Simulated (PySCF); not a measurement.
Molecular orbitals of SnTe

PBE at R = 2.539 Å; PySCF, scalar-relativistic core potentials, basis sets Sn cc-pVDZ-PP with ECP28, Te cc-pVDZ-PP with ECP28. State: ¹Σ⁺ (singlet), closed shell. Only the outer orbitals are listed, counted within each symmetry, core potentials removing the inner ones.

| orbital | occ. | ε (eV) | on Sn (%) | main shells (%) |
| --- | --- | --- | --- | --- |
| 7σ | 2 | -15.05 | 18 | 81 Te s, 13 Sn s |
| 8σ | 2 | -10.66 | 74 | 74 Sn s, 14 Te s, 11 Te p |
| 9σ | 2 | -6.02 | 47 | 52 Te p, 36 Sn p, 10 Sn s |
| 5π | 2 | -5.74 | 26 | 74 Te p, 25 Sn p |
| 5π | 2 | -5.74 | 26 | 74 Te p, 25 Sn p |
| 6π | 0 | -3.19 | 75 | 74 Sn p, 24 Te p |
| 6π | 0 | -3.19 | 75 | 74 Sn p, 24 Te p |
| 10σ | 0 | -0.41 | 73 | 70 Sn p, 30 Te p |

Which are the highest filled and the lowest empty level, where do they sit, and how wide is the gap?

Highest filled 5π at -5.74 eV (in %: 74 Te p, 25 Sn p); lowest empty 6π at -3.19 eV (in %: 74 Sn p, 24 Te p); the gap at PBE is 2.55 eV.

```json
{
  "bond order (Mayer)": "2.46",
  "⟨S²⟩": "0.000",
  "charge on Sn (Mulliken, basis-dependent)": "0.20",
  "charge on Sn (Löwdin, basis-dependent)": "0.13",
  "dipole moment (positive dipole means Sn(−)Te(+))": "-2.09 D",
  "polarisability along the bond": "124.0 bohr³",
  "polarisability across the bond": "43.6 bohr³"
}
```

Spin–orbit coupling is left out.
